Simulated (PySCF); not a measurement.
CH3Cl, charge +1, doublet, at a GFN2-xTB geometry (a state made from the parent by changing its charge; the spin is typed, not shown lowest). Base run: PySCF with HF/6-31G.

The PySCF input:
```python
from pyscf import gto, scf

mol = gto.M(
    atom='''
C    -0.00131604    0.04523262   -1.08238306
Cl    0.00077875   -0.02676598    0.64048998
H    -0.03211593    1.09416315   -1.42147319
H     0.90873300   -0.42897516   -1.48626886
H    -0.88195964   -0.48156210   -1.48628921
''',
    basis='6-31g',
    charge=1,
    spin=1,
    verbose=4,
)

mf = scf.UHF(mol)
mf.kernel()
```

The base run was repeated with changes; each row names its change, and settings that it needs were set with it.

```tsv
change	ΔE vs base (mEh)	SCF cycles	<S^2>
base	0.000	12	0.754
diis_space = 12	0.000	12	0.754
DIIS = ADIIS	0.000	20	0.754
conv_tol_grad = 1e-7	0.000	17	0.754
diis_space = 20	0.000	12	0.754
diis = off; damp = 0.3 (with mf.diis_start_cycle = 200; with mf.max_cycle = 150)	0.000	30	0.754
init_guess = sap	0.000	12	0.754
init_guess = atom	0.000	11	0.754
level_shift = 0.3 (with mf.max_cycle = 100)	0.000	16	0.754
conv_tol = 1e-11	0.000	15	0.754
diis = off; damp = 0.6 (with mf.diis_start_cycle = 200; with mf.max_cycle = 150)	0.000	51	0.754
conv_tol = 1e-4	0.001	7	0.754
init_guess = mod_huckel	0.000	13	0.754
```

Open shells are given as the SCF converged; they aren't shown to be the lowest states, and a large step between rows can be another state.
